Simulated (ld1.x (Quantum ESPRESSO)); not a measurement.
## What one change does to a pseudopotential (tin, TM)

ld1.x (Quantum ESPRESSO) 7.5 input, shortened:

```
&input
   title='Sn', zed=50., rel=1, dft='PBE', iswitch=3,
   config='[Kr] 4d10 5s1.5 5p2.5'
 /
 &inputp
   pseudotype=2, tm=.true., lloc=-1, rcloc=1.50,
   nlcc=.true., new_core_ps=.true.
 /
3
5S  1  0   1.50   0.00  1.70  1.70  0.0
5P  2  1   2.50   0.00  1.85  1.85  0.0
4D  3  2  10.00   0.00  1.70  1.70  0.0
 &test
   configts(1)='4d10 5s1.5 5p2.5'
 /
```

Change: wave 4d (bound): rc 1.70 bohr becomes 4d (bound): rc 1.02 bohr.

Cutoffs: the cutoffs (Ry, on a coarse ladder) from which the occupation-weighted sum of valence levels, in a spherical-Bessel basis at the reference potential, stays within 10 and 1 mRy of its value at 400 Ry; they do not see the model core or the augmentation charge, which bear on the density cutoff. Errors are all-electron minus pseudo energies relative to the spin-unpolarised reference configuration.

How do hardness, ghosts and transferability respond?

The potential gets harder (80 Ry and 120 Ry → 110 Ry and 140 Ry); both files keep a bound ghost (s); the errors of the 7 common tests hardly move. A smaller radius makes the pseudo-wave follow the all-electron one further in, where it bends more sharply, so more plane waves are needed.

```tsv
quantity	base	changed
cutoff, loose	80 Ry	110 Ry
cutoff, tight	120 Ry	140 Ry
loose cutoff by channel (10 mRy a level)	s 21 Ry, p 10 Ry, d 60 Ry	s 21 Ry, p 10 Ry, d 90 Ry
bound ghosts	s	s
error for 4d10 5s2 5p2, meV [ΔE -3.46 eV]	+1.0	+1.0
error for 4d10 5s2 5p1, meV [ΔE 3.42 eV]	+1.4	+1.4
error for 4d10 5s2 5p0, meV [ΔE 17.37 eV]	-6.5	-6.6
error for 4d10 5s1 5p2, meV [ΔE 11.06 eV]	+22	+22
error for 4d9 5s2 5p2, meV [ΔE 29.23 eV]	+606	+595
error for 4d10 5s1 5p0, meV [ΔE 48.34 eV]	-22	-23
error for 4d10 5s1 5p3, meV [ΔE 3.52 eV]	+0.9	+0.9
s: phases at 2.00 bohr within 0.05 rad from the reference energy up to (Ry; the scan ends near 5)	4.8	4.8
p: phases at 2.00 bohr within 0.05 rad from the reference energy up to (Ry; the scan ends near 5)	0.0	0.0
d: phases at 2.00 bohr within 0.05 rad from the reference energy up to (Ry; the scan ends near 5)	2.3	2.7
```

 A true bound ghost makes a file unfit for plane-wave use even where its test errors are small: the radial tests pick states by their node count and pass the ghost by.
